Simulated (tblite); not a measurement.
C₄H₈BNSi.
Bonds: Si1–N2, N2–B3, B3–C4, C4–C5 (double), C5–C6, C6–C7 (double), N2–C7. Hydrogens: H8, H9, H10 on Si1; H11 on B3; H12 on C4; H13 on C5; H14 on C6; H15 on C7.

Computed with GFN2-xTB (tblite), gas phase: L-BFGS steps from a force-field or distance-geometry start until the largest atomic force falls under 0.01 eV/Å.

At the end of the run (lengths in Å): N2–B3 1.435, N2–C7 1.360, B3–C4 1.513, Si1–N2 1.764, C5–C6 1.414, C6=C7 1.357, C4=C5 1.361, C4–C5–C6 120.2°, N2–C7–C6 123.3°, C5–C6–C7 120.9°, B3–N2–C7 119.5°, Si1–N2–B3–C4 -178°, N2–B3–C4–C5 0°, B3–C4–C5–C6 0°, H11–B3–C4–C5 180°, H11–B3–N2–Si1 1°.

**Question.** These geometries were met on the way; a selection of coordinates is given. Order them by energy above the end point, lowest first.
A. N2–B3 1.441, N2–C7 1.362, B3–C4 1.512, Si1–N2 1.785, C5–C6 1.414, C6=C7 1.365, C4=C5 1.365, C4–C5–C6 120.4°, N2–C7–C6 123.4°, C5–C6–C7 121.3°, B3–N2–C7 117.7°, Si1–N2–B3–C4 -175°, N2–B3–C4–C5 -9°, B3–C4–C5–C6 4°, H11–B3–C4–C5 158°, H11–B3–N2–Si1 19°
B. N2–B3 1.526, N2–C7 1.439, B3–C4 1.586, Si1–N2 1.818, C5–C6 1.454, C6=C7 1.328, C4=C5 1.333, C4–C5–C6 123.6°, N2–C7–C6 120.8°, C5–C6–C7 123.3°, B3–N2–C7 119.4°, Si1–N2–B3–C4 180°, N2–B3–C4–C5 2°, B3–C4–C5–C6 -2°, H11–B3–C4–C5 149°, H11–B3–N2–Si1 33°
C. N2–B3 1.499, N2–C7 1.386, B3–C4 1.543, Si1–N2 1.814, C5–C6 1.426, C6=C7 1.380, C4=C5 1.379, C4–C5–C6 122.2°, N2–C7–C6 121.8°, C5–C6–C7 121.9°, B3–N2–C7 119.5°, Si1–N2–B3–C4 -179°, N2–B3–C4–C5 -1°, B3–C4–C5–C6 0°, H11–B3–C4–C5 151°, H11–B3–N2–Si1 29°
D. N2–B3 1.442, N2–C7 1.364, B3–C4 1.513, Si1–N2 1.775, C5–C6 1.410, C6=C7 1.354, C4=C5 1.355, C4–C5–C6 119.5°, N2–C7–C6 123.8°, C5–C6–C7 121.8°, B3–N2–C7 117.2°, Si1–N2–B3–C4 -172°, N2–B3–C4–C5 -11°, B3–C4–C5–C6 5°, H11–B3–C4–C5 166°, H11–B3–N2–Si1 11°
E. N2–B3 1.441, N2–C7 1.363, B3–C4 1.514, Si1–N2 1.777, C5–C6 1.410, C6=C7 1.359, C4=C5 1.360, C4–C5–C6 118.9°, N2–C7–C6 123.9°, C5–C6–C7 121.5°, B3–N2–C7 118.0°, Si1–N2–B3–C4 -172°, N2–B3–C4–C5 -7°, B3–C4–C5–C6 3°, H11–B3–C4–C5 171°, H11–B3–N2–Si1 10°

**Answer.** E (0.054 eV), D (0.098 eV), A (0.191 eV), C (0.420 eV), B (0.706 eV).

```csv
step,E above end (eV),"rms distance from the end, all atoms (Å)",largest force (eV/Å),rms shift of all bonds from the end (Å)
8,0.054,0.080,0.378,0.006
6,0.098,0.101,0.374,0.006
3,0.191,0.123,0.661,0.012
1,0.420,0.141,1.709,0.026
0,0.706,0.149,3.233,0.043
```

Rows stand in the order of the answer.
